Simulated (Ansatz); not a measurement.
Steps of a relaxation of BFH$_{4}$O$_{2}$Si, SMILES `OB(F)O[SiH3]` with RKS PBE0-D4/def2-TZVP.

```sh
$ ansatz run in.yaml --threads 2 --pin off --events-out ev --progress --plain --max-ram 22528MiB --backend cuda --devices 0, --max-vram 18GiB
```

```yaml
crystal:
  periodic: [false, false, false]
  atoms:
    - {symbol: O, position_ang: [-1.440430, 0.648830, -1.094240]}
    - {symbol: B, position_ang: [-1.198970, 0.280040, 0.174250]}
    - {symbol: F, position_ang: [-2.214310, 0.339270, 1.057980]}
    - {symbol: O, position_ang: [-0.028410, -0.138170, 0.609410]}
    - {symbol: Si, position_ang: [1.512610, -0.451690, 0.193610]}
    - {symbol: H, position_ang: [-2.336760, 0.930510, -1.279540]}
    - {symbol: H, position_ang: [2.010000, -1.065610, 1.421050]}
    - {symbol: H, position_ang: [2.164430, 0.817270, -0.129920]}
    - {symbol: H, position_ang: [1.531840, -1.360450, -0.952590]}
basis:
  gaussian: {orbitals: def2-TZVP}
hamiltonian: {xc: pbe0, dispersion: d4}
relax: {f_tol: 0.005, max_steps: 150}
```

Positions (Å) and forces (eV/Å) along the path, 12 of 12 steps:

```xyz
9
step=1 energy=-15427.8237 eV
O    -1.440    0.649   -1.094    0.268    0.124   -0.814
B    -1.199    0.280    0.174   -1.357    0.251    0.456
F    -2.214    0.339    1.058    0.084   -0.008   -0.049
O    -0.028   -0.138    0.609    0.214   -0.148    0.364
Si    1.513   -0.452    0.194   -0.191    0.025    0.130
H    -2.337    0.931   -1.280   -0.068   -0.012    0.127
H     2.010   -1.066    1.421    0.545   -0.219    0.166
H     2.164    0.817   -0.130    0.350    0.257   -0.087
H     1.532   -1.360   -0.953    0.155   -0.271   -0.293
9
step=2 energy=-15427.9009 eV
O    -1.454    0.654   -1.104    0.264    0.012   -0.354
B    -1.236    0.288    0.178   -0.795    0.165    0.235
F    -2.258    0.353    1.051    0.164   -0.021   -0.107
O    -0.056   -0.135    0.625    0.225   -0.117    0.206
Si    1.496   -0.451    0.210    0.092   -0.031    0.034
H    -2.349    0.938   -1.295   -0.058   -0.007    0.097
H     2.107   -1.083    1.400    0.077   -0.017   -0.016
H     2.197    0.807   -0.121    0.045    0.084   -0.017
H     1.553   -1.371   -0.946   -0.013   -0.068   -0.077
9
step=3 energy=-15427.9130 eV
O    -1.440    0.652   -1.107    0.165   -0.020   -0.079
B    -1.249    0.291    0.186   -0.239    0.033    0.069
F    -2.276    0.358    1.046    0.125   -0.008   -0.087
O    -0.063   -0.138    0.644   -0.018   -0.026    0.136
Si    1.491   -0.451    0.216    0.066    0.000   -0.078
H    -2.334    0.937   -1.304   -0.032   -0.004    0.055
H     2.143   -1.089    1.386   -0.026    0.018   -0.027
H     2.192    0.814   -0.120   -0.023   -0.008    0.001
H     1.536   -1.373   -0.947   -0.019    0.014    0.011
9
step=4 energy=-15427.9188 eV
O    -1.417    0.646   -1.104    0.126   -0.007   -0.106
B    -1.245    0.287    0.193   -0.148    0.029    0.020
F    -2.286    0.364    1.030    0.056   -0.021    0.031
O    -0.066   -0.144    0.669    0.020   -0.033    0.107
Si    1.485   -0.449    0.214   -0.013    0.016   -0.046
H    -2.312    0.930   -1.300   -0.007    0.001    0.009
H     2.150   -1.087    1.375   -0.003    0.007   -0.013
H     2.174    0.821   -0.127   -0.015   -0.003   -0.004
H     1.516   -1.368   -0.951   -0.016    0.010    0.001
9
step=5 energy=-15427.9300 eV
O    -1.320    0.622   -1.093   -0.085   -0.039    0.240
B    -1.235    0.276    0.224    0.105    0.010   -0.134
F    -2.321    0.376    0.996    0.063   -0.023    0.016
O    -0.084   -0.166    0.769    0.044   -0.002   -0.055
Si    1.454   -0.441    0.213   -0.148    0.032    0.025
H    -2.210    0.911   -1.313    0.070    0.010   -0.104
H     2.190   -1.081    1.329   -0.016    0.017   -0.038
H     2.100    0.844   -0.156   -0.020   -0.014    0.016
H     1.426   -1.341   -0.969   -0.013    0.009    0.035
9
step=6 energy=-15427.9308 eV
O    -1.287    0.619   -1.079    0.070    0.022    0.204
B    -1.235    0.256    0.233    0.081    0.016   -0.120
F    -2.339    0.323    0.978    0.015    0.016    0.047
O    -0.089   -0.171    0.799   -0.015   -0.077   -0.013
Si    1.437   -0.441    0.215   -0.043    0.071   -0.043
H    -2.144    0.977   -1.316   -0.079   -0.029   -0.112
H     2.219   -1.041    1.321   -0.028    0.001   -0.015
H     2.050    0.844   -0.204    0.004   -0.009    0.016
H     1.389   -1.366   -0.946   -0.005   -0.011    0.037
9
step=7 energy=-15427.9341 eV
O    -1.277    0.630   -1.072   -0.146    0.057    0.070
B    -1.231    0.264    0.238    0.032   -0.006   -0.066
F    -2.335    0.335    0.986    0.022    0.010    0.007
O    -0.089   -0.176    0.802    0.014   -0.003   -0.024
Si    1.434   -0.432    0.206   -0.031   -0.052    0.089
H    -2.148    0.943   -1.336    0.134   -0.059   -0.008
H     2.212   -1.054    1.303   -0.005    0.030   -0.002
H     2.055    0.859   -0.183   -0.026   -0.037   -0.035
H     1.379   -1.368   -0.945    0.007    0.060   -0.031
9
step=8 energy=-15427.9367 eV
O    -1.262    0.637   -1.060   -0.012    0.010   -0.024
B    -1.231    0.261    0.245    0.004   -0.009    0.035
F    -2.334    0.341    0.992    0.006    0.004   -0.020
O    -0.096   -0.196    0.809    0.004   -0.007    0.007
Si    1.426   -0.439    0.209   -0.001    0.001    0.001
H    -2.125    0.943   -1.350    0.000    0.000    0.004
H     2.218   -1.042    1.305    0.000    0.001    0.001
H     2.026    0.856   -0.198   -0.003   -0.001   -0.003
H     1.379   -1.361   -0.952    0.001    0.001   -0.001
9
step=9 energy=-15427.9368 eV
O    -1.259    0.642   -1.059    0.009   -0.002    0.006
B    -1.230    0.259    0.245   -0.013   -0.002   -0.002
F    -2.335    0.339    0.988    0.004    0.001    0.000
O    -0.099   -0.206    0.811    0.001    0.003   -0.008
Si    1.425   -0.441    0.209   -0.001   -0.001    0.001
H    -2.120    0.952   -1.346    0.001    0.000    0.003
H     2.222   -1.033    1.306    0.000    0.001    0.000
H     2.015    0.856   -0.206   -0.002    0.000   -0.001
H     1.382   -1.368   -0.948    0.000    0.000    0.001
9
step=10 energy=-15427.9368 eV
O    -1.254    0.646   -1.057    0.019   -0.011    0.006
B    -1.230    0.255    0.245   -0.007    0.024   -0.001
F    -2.337    0.335    0.986   -0.002   -0.008    0.003
O    -0.101   -0.213    0.812   -0.004   -0.006   -0.008
Si    1.423   -0.442    0.208    0.004   -0.001    0.001
H    -2.114    0.962   -1.344   -0.011    0.002   -0.001
H     2.225   -1.025    1.307    0.000    0.001    0.000
H     2.005    0.856   -0.214    0.000   -0.001   -0.001
H     1.383   -1.376   -0.944    0.000    0.000    0.000
9
step=11 energy=-15427.9368 eV
O    -1.251    0.651   -1.054    0.018   -0.001    0.006
B    -1.230    0.255    0.246   -0.009   -0.003   -0.009
F    -2.339    0.330    0.984   -0.001    0.001    0.007
O    -0.103   -0.218    0.812    0.000    0.000   -0.002
Si    1.422   -0.443    0.208    0.006    0.003    0.000
H    -2.109    0.969   -1.342   -0.013    0.002   -0.003
H     2.228   -1.018    1.308   -0.001    0.000   -0.001
H     1.997    0.856   -0.221    0.001   -0.002    0.000
H     1.385   -1.382   -0.941    0.000   -0.001    0.001
9
step=12 energy=-15427.9369 eV
O    -1.251    0.652   -1.054    0.001    0.002    0.000
B    -1.230    0.255    0.246   -0.003   -0.001   -0.003
F    -2.339    0.329    0.984    0.000    0.000    0.003
O    -0.102   -0.218    0.811    0.001    0.000   -0.002
Si    1.422   -0.443    0.208    0.002    0.000    0.002
H    -2.110    0.969   -1.342   -0.001   -0.001    0.000
H     2.228   -1.018    1.309   -0.001    0.001    0.000
H     1.998    0.855   -0.221    0.000   -0.001    0.000
H     1.385   -1.382   -0.940    0.000    0.000    0.001
```

It took 19 s on 2 threads of an AMD EPYC 7R13 on a shared host and a share of an NVIDIA H100 80 GB, with 0.88 GiB of host memory at the peak.
